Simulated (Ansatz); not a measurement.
## C2H3ClNSi (SMILES C[Si](Cl)C#N): methods side by side

The species is C2H3ClNSi (8 atoms), meant as a doublet with charge 0. As SMILES, `C[Si](Cl)C#N`. Geometry: optimised at wB97X-V/def2-SVP.

| atom | x (Å) | y (Å) | z (Å) |
| --- | --- | --- | --- |
| C | -0.7134 | -0.5423 | 0.7879 |
| Si | 0.6014 | 0.6682 | 0.2404 |
| Cl | 2.4961 | -0.0988 | 0.5146 |
| C | 0.4026 | 1.0026 | -1.5817 |
| N | 0.2468 | 1.2842 | -2.6968 |
| H | -0.5976 | -1.4881 | 0.2313 |
| H | -0.6289 | -0.7525 | 1.8654 |
| H | -1.7148 | -0.1304 | 0.5832 |

Each level gives the dissociation energy of the C4–Si2 bond into doublet CN and singlet CH3ClSi (shapes relaxed at wB97X-V/def2-SVP, no zero-point term) (eV). The values are calculated.

| level | kind | program | value (eV) | CPU time (all runs) |
| --- | --- | --- | --- | --- |
| UHF/def2-SVP | Hartree–Fock | Ansatz | 3.64 | 5.1 s |
| USVWN5/def2-SVP | LDA | Ansatz | 4.38 | 3 s |
| UPBE/def2-SVP | GGA | Ansatz | 3.94 | 6 s |
| U-r2SCAN/def2-SVP | meta-GGA | Ansatz | 4.16 | 14 s |
| UPBE0-D4/def2-SVP | global hybrid | Ansatz | 4.23 | 7.4 s |
| U-wB97M-V/def2-SVP | range-separated hybrid | Ansatz | 4.08 | 33 s |
| UMP2/def2-SVP | perturbation theory | Ansatz | 4.84 | 5.2 s |
| UCCSD(T)/def2-SVP | coupled cluster or CI | Ansatz | 3.75 | 36 s |

The values span 3.64 to 4.84 eV. Spin contamination of the reference (⟨S²⟩ at least 0.1 too high) touches UHF/def2-SVP, UMP2/def2-SVP, UCCSD(T)/def2-SVP. Hartree–Fock misses the correlation of the electron pair that is broken and comes out low. A fragment with an even electron count was run as a singlet and may have a lower triplet. Measured bond enthalpies also hold zero-point and thermal terms, a few tenths of an eV less. The coupled-cluster rows rest on a doubtful reference here (large T1 or Brueckner and Hartree–Fock orbitals at odds), and rows may lie in different states. Times are those of the runs behind each value, whatever else they computed, on shared processors of several kinds: orders of magnitude only.
